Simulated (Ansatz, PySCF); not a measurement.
CH10ClNSi3, SMILES C[Si@](N)(Cl)[SiH2][SiH3].

Geometry optimised at B3LYP-D3(BJ)/def2-SVP. The structure was generated by enumeration; whether it is a known compound was not checked. Other conformers were not sampled.

Vertical ionisation energy (IE) and electron affinity (EA) in eV. Rows of orbital energies are one-electron estimates. Where ΔSCF, EOM or ADC give a negative EA the extra electron is unbound and the value depends on the basis.

```json
[
 {"level": "−ε(HOMO), −ε(LUMO), B3LYP/def2-TZVP (PySCF)", "IE": "7.41", "EA": "0.32"},
 {"level": "−ε(HOMO), −ε(LUMO), PBE/def2-TZVP (PySCF)", "IE": "6.43", "EA": "0.98"},
 {"level": "ΔSCF, CAM-B3LYP/def2-SVPD (Ansatz), final states of multiplicity 2 and 2", "IE": "9.53", "EA": "-1.28"},
 {"level": "ΔSCF, PBE/def2-SVPD (Ansatz), final states of multiplicity 2 and 2", "IE": "8.95", "EA": "-0.88"}
]
```

Problem. What vertical singlet–triplet gap does ΔSCF give with CAM-B3LYP/def2-SVPD (Ansatz, a program for electronic structure) and with PBE/def2-SVPD (Ansatz)? (The exact figures need the calculation; the answer reports its results.)

Solution. 5.93 and 5.25 eV (triplet above singlet where positive).
